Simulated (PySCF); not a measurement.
Indium: a sound run and one with changed settings

Sound run: In [Kr] 4d10 5s2 5p1, In+ [Kr] 4d10 5s2. All numbers are calculated (PySCF 2.14, a scalar-relativistic core potential, in cc-pVDZ-PP with ECP28MDF). In the sound run the correlated levels freeze 4s2 4p6 4d10 outside the core potential. The sound run starts from symmetry-adapted Hartree-Fock orbitals and uses a fine grid where one is needed.

A second run was set up differently.

```json
{"species": "In", "method": "UHF", "sound run (hartree)": "-189.20491", "changed run (hartree)": "-189.20491", "converged": "yes"}
{"species": "In", "method": "PBE", "sound run (hartree)": "-190.10989", "changed run (hartree)": "-190.10989", "converged": "no"}
{"species": "In", "method": "M06-2X", "sound run (hartree)": "-190.04204", "changed run (hartree)": "-190.04204", "converged": "no"}
{"species": "In", "method": "MP2", "sound run (hartree)": "-189.23029", "changed run (hartree)": "-189.21058", "converged": "yes"}
{"species": "In", "method": "CCSD(T)", "sound run (hartree)": "-189.24355", "changed run (hartree)": "-189.24355", "converged": "yes"}
{"species": "In+", "method": "UHF", "sound run (hartree)": "-189.01390", "changed run (hartree)": "-189.01390", "converged": "yes"}
{"species": "In+", "method": "PBE", "sound run (hartree)": "-189.90522", "changed run (hartree)": "-189.90522", "converged": "yes"}
{"species": "In+", "method": "M06-2X", "sound run (hartree)": "-189.84035", "changed run (hartree)": "-189.84035", "converged": "yes"}
{"species": "In+", "method": "MP2", "sound run (hartree)": "-189.03461", "changed run (hartree)": "-189.01850", "converged": "yes"}
{"species": "In+", "method": "CCSD(T)", "sound run (hartree)": "-189.04541", "changed run (hartree)": "-189.04541", "converged": "yes"}
```

Ionisation energy of In:

```tsv
method	sound run (eV)	changed run (eV)
UHF	5.198	5.198
MP2	5.325	5.227
SCS-MP2	5.305	5.222
CCSD	5.381	5.381
CCSD(T)	5.392	5.392
```

Q: What was changed?
A. minimal basis
B. a valence shell is frozen
C. level shift left on
D. angular grid far too coarse

A: C. It used initial guess 1e, at most 50 SCF cycles, level shift 2.0 hartree. A level shift leaves the converged SCF energy unchanged but raises the virtual orbital energies, which shrinks MP2 if it is not removed.
